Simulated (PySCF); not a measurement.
Cl2GeH, SMILES [Cl][GeH][Cl], multiplicity 2.

Geometry optimised at B3LYP-D3(BJ)/def2-TZVP. The isomer is the one that the SMILES or the coordinates give; other isomers of the formula were not compared.

The numbers are results of PySCF with TDA-CAM-B3LYP/def2-SVPD, not measurements.

Vertical excitations. Isolated molecule, no solvent.

Task: Estimate the UV-visible absorptions. (The exact figures need the calculation; the answer reports its results.)

Result: 
| state | energy (eV) | λ (nm) | f | main pairs |
|---|---|---|---|---|
| root 1 | 3.82 | 324 | 0.000 | β HOMO→LUMO 98 % |
| root 2 | 3.87 | 321 | 0.006 | β HOMO−1→LUMO 97 % |
| root 3 | 4.09 | 303 | 0.018 | β HOMO−2→LUMO 94 % |
| root 4 | 4.59 | 270 | 0.000 | α HOMO→LUMO 39 %, β HOMO−3→LUMO 56 % |
| root 5 | 4.85 | 256 | 0.046 | α HOMO→LUMO 57 %, β HOMO−3→LUMO 38 % |
| root 6 | 5.15 | 241 | 0.049 | α HOMO→LUMO+1 94 % |
| root 7 | 5.50 | 226 | 0.007 | β HOMO−4→LUMO 92 % |
| root 8 | 5.69 | 218 | 0.032 | β HOMO−5→LUMO 94 % |
| root 9 | 6.15 | 201 | 0.063 | α HOMO→LUMO+2 84 % |
| root 10 | 6.75 | 184 | 0.002 | α HOMO−1→LUMO 57 %, β HOMO→LUMO+1 31 % |
Unrestricted roots are not spin-pure.
